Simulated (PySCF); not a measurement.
Spinor energies of Cd³⁺ (cadmium, charge +3)

Start: [Kr] 4d9; 4d3/2 filled at m_j = -3/2, -1/2, +1/2, +3/2; 4d5/2 filled at m_j = -3/2, -1/2, +1/2, +3/2, +5/2. Calculated with PySCF 2.14 in x2c-QZVPPall-2c: generalised Hartree-Fock with the X2C-1e Hamiltonian and a Gaussian nucleus; one run each with spin-orbit coupling (SO) switched off, then screened by Boettger's factors.

| spinor shell | electrons | ε, spin-free (eV) | ε, screened SO (eV) | weight of nominal j (screened SO) | rms radius, screened SO (bohr) |
| --- | --- | --- | --- | --- | --- |
| 1s1/2 | 2 | -26883.5 | -26881.6 | 1.000 | 0.0348 |
| 2s1/2 | 2 | -4110.6 | -4110.0 | 1.000 | 0.142 |
| 2p1/2 | 2 | -3685.0 | -3818.5 | 1.000 | 0.124 |
| 2p3/2 | 4 | -3685.0 | -3623.7 | 1.000 | 0.128 |
| 3s1/2 | 2 | -833.55 | -833.35 | 1.000 | 0.381 |
| 3p1/2 | 2 | -690.45 | -715.07 | 1.000 | 0.375 |
| 3p3/2 | 4 | -690.45 | -679.02 | 1.000 | 0.386 |
| 3d3/2 | 4 | -467.17 | -471.54 | 0.999 | 0.361 |
| 3d5/2 | 6 | -467.17 | -464.03 | 0.999 | 0.365 |
| 4s1/2 | 2 | -164.17 | -164.12 | 1.000 | 0.938 |
| 4p1/2 | 2 | -119.59 | -124.63 | 0.988 | 1.00 |
| 4p3/2 | 4 | -119.59 | -117.20 | 0.994 | 1.03 |
| 4d3/2 | 4 | -54.117 | -54.848 | 0.917 | 1.28 |
| 4d5/2 | 5 | -54.117 | -53.550 | 0.934 | 1.30 |

```tsv
quantity	spin-free	screened SO
E (hartree)	-5588.67829	-5589.82004
M_J	5/2	5/2
⟨J²⟩	8.756	8.756
⟨L²⟩	6.005	6.020
⟨S²⟩	0.751	0.766
```

Each row is a mean over spinors that exchange with the open shell spreads, by up to 5.980 eV (4p3/2).

Breit and QED terms are absent; they matter most for the inner s and p1/2 levels.

Densities and radii are taken from the X2C orbitals without a picture-change correction, which distorts them close to the nucleus.

Without spin-orbit coupling the j labels of p, d and f shells carry no meaning; the spin-free column gives the mean over the occupied spinors of each nl shell.
